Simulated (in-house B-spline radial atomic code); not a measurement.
Sn IV (Sn3+): [He] 2p6 3s2 3p6 3d10 4s2 4p6 4d10 5s2 5p1 (with a hole in an inner shell)

All numbers are computed (Dirac-Hartree-Fock, average of configuration; Fermi nucleus of rms radius 4.6519 fm) with an all-electron radial atomic-structure program (B-spline basis), not measured.

Z_r = [3n² - l(l+1)]/(2<r>); Z_e = n√(-2ε); the last column is Slater's effective charge. Values are occupation-weighted means over j. An effective charge above Z reflects the relativistic contraction of the inner shells.

```csv
shell,electrons,ε (eV),<r> (bohr),Z_r,Z_e,Slater
1s,2,-29736,0.02904,51.66,46.75,49.70
2p,6,-4305.7,0.108,46.29,35.58,46.55
3s,2,-1022.1,0.3291,41.03,26.00,40.45
3p,6,-873.11,0.3248,38.49,24.03,40.45
3d,10,-638.3,0.2974,35.31,20.55,30.85
4s,2,-216.01,0.7838,30.62,15.94,24.25
4p,6,-165.03,0.8342,27.57,13.93,24.25
4d,10,-85.193,0.9577,21.93,10.01,12.85
5s,2,-45.356,2.003,18.72,9.13,8.00
5p,1,-35.921,2.284,15.98,8.12,8.00
```

The least bound orbital is 5p3/2 at -35.58 eV, and it is also the most diffuse (<r> = 2.304 bohr).

Spin-orbit splittings of the orbital energies (j = l + 1/2 above j = l - 1/2 when positive): 2p 238.7 eV, 3p 47.09 eV, 3d 10.38 eV, 4p 9.088 eV, 4d 1.523 eV, 5p 1.031 eV.

For the 1s electron the small component carries 3.38 % of the norm, the zero-frequency Breit interaction raises the level by 64.63 eV, self-energy by 38.37 eV, and vacuum polarisation lowers it by 5.051 eV.
